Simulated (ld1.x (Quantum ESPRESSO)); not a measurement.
**Tm: TM pseudisation with revPBE, scalar-relativistic reference atom.**

ld1.x (Quantum ESPRESSO) 7.5 input, shortened:

```
&input
   title='Tm', zed=69., rel=1, dft='REVPBE', iswitch=3,
   config='[Xe] 4f13 5d1 6s1 6p0'
 /
 &inputp
   pseudotype=2, tm=.true., lloc=-1, rcloc=1.85,
   nlcc=.false.
 /
4
5S  1  0   2.00   0.00  1.30  1.30  0.0
5P  2  1   6.00   0.00  2.35  2.35  0.0
5D  3  2   1.00   0.00  2.20  2.20  0.0
4F  4  3  13.00   0.00  1.25  1.25  0.0
 &test
   configts(1)='4f13 5s2 5p6 5d1 6s1 6p0'
 /
```

Occupied shells without a wave of their own: 6s. They enter only through the test configuration that unscreens the potential.

All-electron outer shells of the reference configuration (revPBE, scalar-relativistic, ld1.x):

```json
{"shell": "4p", "level (eV)": "-326.05", "outermost node (bohr)": "0.26", "outermost maximum (bohr)": "0.49"}
{"shell": "4d", "level (eV)": "-171.32", "outermost node (bohr)": "0.24", "outermost maximum (bohr)": "0.50"}
{"shell": "5s", "level (eV)": "-52.99", "outermost node (bohr)": "0.59", "outermost maximum (bohr)": "1.10"}
{"shell": "5p", "level (eV)": "-26.58", "outermost node (bohr)": "0.63", "outermost maximum (bohr)": "1.26"}
{"shell": "6s", "level (eV)": "-3.82", "outermost node (bohr)": "1.49", "outermost maximum (bohr)": "3.37"}
{"shell": "4f", "level (eV)": "-2.76", "outermost node (bohr)": "–", "outermost maximum (bohr)": "0.50"}
{"shell": "6p", "level (eV)": "-1.22", "outermost node (bohr)": "1.85", "outermost maximum (bohr)": "4.85"}
{"shell": "5d", "level (eV)": "-0.73", "outermost node (bohr)": "0.72", "outermost maximum (bohr)": "2.15"}
```

What the tests gave:

```
Cutoffs needed           : 300 Ry and over 300 Ry (the cutoffs (Ry, on a coarse ladder) from which the occupation-weighted sum of valence levels, in a spherical-Bessel basis at the reference potential, stays within 10 and 1 mRy of its value at 400 Ry)
Ghost test               : no extra level below or beside the all-electron valence levels (s, p, d, f tested) (spherical-Bessel basis up to 400 Ry, 20 bohr box)
Largest excitation error : +442 meV (all-electron minus pseudo) for 4f11 5s2 5p6 5d0 6s0 6p0, out of 7 test configurations
```

Generation and tests took about 4.1 s on one core of a shared server CPU.
